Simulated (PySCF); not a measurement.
**Basis-set dependence of population analyses: `[BH3-][P+](F)(F)F`**

Species: BF3H3P.
Structure used (PBE0-D3(BJ)/def2-SVP), in Å, numbered top down from 1:
```xyz
8
BF3H3P angstrom
B      1.0973   -0.0331    0.0716
P     -0.7321    0.0151   -0.0602
F     -1.4198   -0.8672   -1.1628
F     -1.4070    1.3993   -0.3668
F     -1.5730   -0.4244    1.1909
H      1.3224   -1.2039    0.3116
H      1.3135    0.7374    0.9888
H      1.4524    0.3573   -1.0252
```

PBE0 throughout (PySCF), one geometry, spherical d and f functions. Isolated species at its PBE0-D3(BJ)/def2-SVP geometry, gas phase. Atoms taken as equivalent share a column and are averaged.

Mulliken charges (e):

```
      basis  functions      B1      P2  F3/F4/F5  H6/H7/H8
   pcSseg-0         55  -0.620  +1.588    -0.436    +0.113
    cc-pVDZ         89  -0.398  +1.081    -0.231    +0.004
aug-cc-pVDZ        146  -1.396  +1.707    -0.534    +0.430
    cc-pVTZ        196  -0.538  +1.032    -0.209    +0.045
   IGLO-III        214  -0.193  +1.318    -0.348    -0.027
```

IAO charges (e):

| basis | functions | B1 | P2 | F3/F4/F5 | H6/H7/H8 |
| --- | --- | --- | --- | --- | --- |
| pcSseg-0 | 55 | -0.723 | +1.759 | -0.405 | +0.059 |
| cc-pVDZ | 89 | -0.739 | +1.907 | -0.440 | +0.051 |
| aug-cc-pVDZ | 146 | -0.739 | +1.931 | -0.450 | +0.052 |
| cc-pVTZ | 196 | -0.751 | +1.967 | -0.457 | +0.052 |
| IGLO-III | 214 | -0.752 | +1.973 | -0.460 | +0.053 |

Hirshfeld charges (e):

| basis | functions | B1 | P2 | F3/F4/F5 | H6/H7/H8 |
| --- | --- | --- | --- | --- | --- |
| pcSseg-0 | 55 | -0.134 | +0.679 | -0.127 | -0.055 |
| cc-pVDZ | 89 | -0.144 | +0.574 | -0.094 | -0.049 |
| aug-cc-pVDZ | 146 | -0.145 | +0.596 | -0.105 | -0.045 |
| cc-pVTZ | 196 | -0.145 | +0.579 | -0.097 | -0.047 |
| IGLO-III | 214 | -0.145 | +0.588 | -0.100 | -0.047 |

Problem. Which scheme is steadiest as the basis changes?

Solution. Largest range over the bases for any column: Hirshfeld 0.10 e, IAO 0.21 e, Mulliken 1.20 e. Hirshfeld charges move least and Mulliken charges most, counted in e.

Problem. How much do the charges still move between the two largest bases, cc-pVTZ and IGLO-III?

Solution. At most, over all atoms: Mulliken 0.345 e, IAO 0.005 e, Hirshfeld 0.009 e.

Problem. What do the same runs give for the total energy, the frontier levels and the dipole moment?

Solution. 
| basis | energy (Eh) | HOMO (eV) | LUMO (eV) | μ (D) |
| --- | --- | --- | --- | --- |
| pcSseg-0 | -665.9401 | -10.28 | -0.42 | 0.89 |
| cc-pVDZ | -667.1584 | -9.71 | 0.11 | 1.37 |
| aug-cc-pVDZ | -667.1967 | -9.82 | -0.24 | 1.17 |
| cc-pVTZ | -667.3199 | -9.80 | -0.05 | 1.33 |
| IGLO-III | -667.3409 | -9.84 | -0.16 | 1.26 |

The dipole is fixed by the density alone, so its range of 0.48 D shows that the density itself changes with the basis, not only its division among atoms.
